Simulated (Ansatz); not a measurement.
`C[Si](F)(F)C=O` + `CCCCl` → `C[Si](F)(F)Cl` + `CCCC=O`  (formal exchange of groups at the Si–C bond)

Isolated molecules relaxed with PBE0-D4/def2-TZVP in Ansatz; ΔE leaves out vibrations. CCSD(T)/CBS is the MP2 limit (def2-TZVPP, def2-QZVPP) plus CCSD(T) − MP2 in def2-TZVPP, frozen cores. Functionals use def2-TZVPP. Each species was taken in one conformer, which may not be the lowest.

```
    level  ΔE (kJ/mol)
r2SCAN-D4       -185.9
  ωB97X-V       -178.4
```

(1) What does CCSD(T)/CBS give? (An estimate is asked.)

Largest T1 diagnostic among the species: 0.013.

Answers

(1) Ansatz gave: -178.3 kJ/mol. The listed levels differ from it by -7.6, -0.1 kJ/mol.

From PBE to PBE0 (25 % exact exchange), in def2-TZVPP and without D4, ΔE moves by −7.9 kJ/mol.
